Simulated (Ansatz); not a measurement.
Cd6H18Se6⁻. Total charge -1; doublet. Geometry r2SCAN-D4/def2-SVP, that of the neutral singlet; atoms count from 1.

```xyz
30

Se    1.423    2.573   -2.223
Cd   -0.047    3.408   -0.138
Cd   -2.850   -0.533   -1.807
Se   -2.140    1.114    0.191
Se    1.851    2.735    1.637
Cd   -2.378   -0.354    2.427
Cd    2.168    0.027   -2.633
Se   -0.377   -1.577   -1.796
Se    3.663   -0.031   -0.405
Cd    2.692    0.225    2.084
Cd   -0.389   -3.388    0.186
Se    0.042   -1.420    1.960
H    -1.574    1.407   -3.303
H     0.461    2.753   -3.319
H    -1.258    4.588   -0.052
H    -2.198    1.314   -3.730
H    -4.272   -0.852   -2.636
H    -3.385    1.891    0.297
H     1.153    3.014    2.899
H    -0.823    1.692    3.434
H    -1.337    1.640    3.995
H    -3.580   -0.589    3.572
H     2.309   -0.856   -4.071
H    -0.513   -2.493   -2.940
H     4.073   -1.442   -0.391
H     2.341   -3.137   -0.132
H     3.153   -0.536    3.525
H    -0.664   -5.039    0.285
H     2.290   -3.896   -0.094
H     0.167   -2.237    3.178
```

In the def2 sets Cd takes a core potential; there is no spin–orbit coupling. Single mean-field runs in def2-TZVP are fitted with def2-universal-jkfit. The highest occupied level of the charge -1 doublet lies above zero (up to 0.23 eV). By energy differences its removal costs 0.89 eV (vertical, to the charge 0 singlet, at PBE0-D4/def2-TZVP); self-interaction error and the lack of diffuse functions both raise the level. In the doublet geometry the species has come apart into loosely held pieces.

Question: Estimate the Mulliken populations of the heavy atoms from the PBE0/def2-TZVP orbitals of Ansatz.

Answer: 
```json
{"atom": "Se1", "charge (e)": "-0.52", "spin (α − β)": "0.00", "d electrons": "–"}
{"atom": "Cd2", "charge (e)": "0.46", "spin (α − β)": "0.03", "d electrons": "9.98"}
{"atom": "Cd3", "charge (e)": "0.29", "spin (α − β)": "0.29", "d electrons": "9.97"}
{"atom": "Se4", "charge (e)": "-0.51", "spin (α − β)": "-0.01", "d electrons": "–"}
{"atom": "Se5", "charge (e)": "-0.52", "spin (α − β)": "0.00", "d electrons": "–"}
{"atom": "Cd6", "charge (e)": "0.29", "spin (α − β)": "0.29", "d electrons": "9.97"}
{"atom": "Cd7", "charge (e)": "0.46", "spin (α − β)": "0.03", "d electrons": "9.98"}
{"atom": "Se8", "charge (e)": "-0.51", "spin (α − β)": "-0.01", "d electrons": "–"}
{"atom": "Se9", "charge (e)": "-0.52", "spin (α − β)": "0.00", "d electrons": "–"}
{"atom": "Cd10", "charge (e)": "0.46", "spin (α − β)": "0.03", "d electrons": "9.98"}
{"atom": "Cd11", "charge (e)": "0.29", "spin (α − β)": "0.29", "d electrons": "9.97"}
{"atom": "Se12", "charge (e)": "-0.51", "spin (α − β)": "-0.01", "d electrons": "–"}
```
Mulliken values and Mayer orders depend strongly on the basis.

Question: Where does the spin sit?

Answer: Summed by element: Se -0.03, Cd 0.94, H 0.10, of 1 unpaired in all. Largest on single atoms: Cd3 0.29, Cd11 0.29, Cd6 0.29.

Question: And the Mayer bond orders between bonded heavy atoms (over 0.3)?

Answer: Se1–Cd2 0.49 (2.68 Å); Se1–Cd7 0.49 (2.68 Å); Cd2–Se5 0.49 (2.68 Å); Cd3–Se4 0.43 (2.68 Å); Cd3–Se8 0.43 (2.68 Å); Se4–Cd6 0.43 (2.68 Å); Se5–Cd10 0.49 (2.68 Å); Cd6–Se12 0.43 (2.68 Å); Cd7–Se9 0.49 (2.68 Å); Se8–Cd11 0.43 (2.68 Å); Se9–Cd10 0.49 (2.68 Å); Cd11–Se12 0.43 (2.68 Å).
